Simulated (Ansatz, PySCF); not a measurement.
This PySCF input computes a B3LYP/def2-TZVPD energy:

```python
from pyscf import gto, scf, dft

mol = gto.M(
    atom='''
    C     1.47166381   -0.13742564   -0.16023886
    C     0.24591742   -0.00505859   -0.03640495
    O    -1.10612656    0.18015862    0.07910224
    H    -1.45647492   -0.58636359    0.54704496
    ''',
    basis='def2-tzvpd',
    charge=-1,
    spin=0,
    verbose=4,
)

mf = dft.RKS(mol, xc='b3lyp').density_fit(auxbasis='def2-universal-jkfit')
mf.grids.level = 3
mf.conv_tol = 1e-9
mf.max_cycle = 100
mf.max_memory = 1500
mf.kernel()
if not mf.converged:
    mf = mf.newton()
    mf.kernel(mf.make_rdm1())
mf.analyze()
```

**Question.** Write an input for the same energy in Ansatz (an electronic-structure program) and say what it gives.

**Answer.** 
Ansatz 0.2 input:
```yaml
crystal:
  periodic: [false, false, false]
  atoms:
    - {symbol: C, position_ang: [1.47166381, -0.13742564, -0.16023886]}
    - {symbol: C, position_ang: [0.24591742, -0.00505859, -0.03640495]}
    - {symbol: O, position_ang: [-1.10612656, 0.18015862, 0.07910224]}
    - {symbol: H, position_ang: [-1.45647492, -0.58636359, 0.54704496]}
basis:
  gaussian:
    orbitals: def2-TZVPD
hamiltonian:
  xc: {name: B3LYP}
total_charge: -1
output: {forces: true}
```
It gives -151.98932 Eh, and PySCF -151.98934 Eh, a difference of 0.02 mEh, from the treatment of integrals and grids.

It need not be the lowest isomer of its formula. Whether it binds its extra electron was not tested at this geometry.
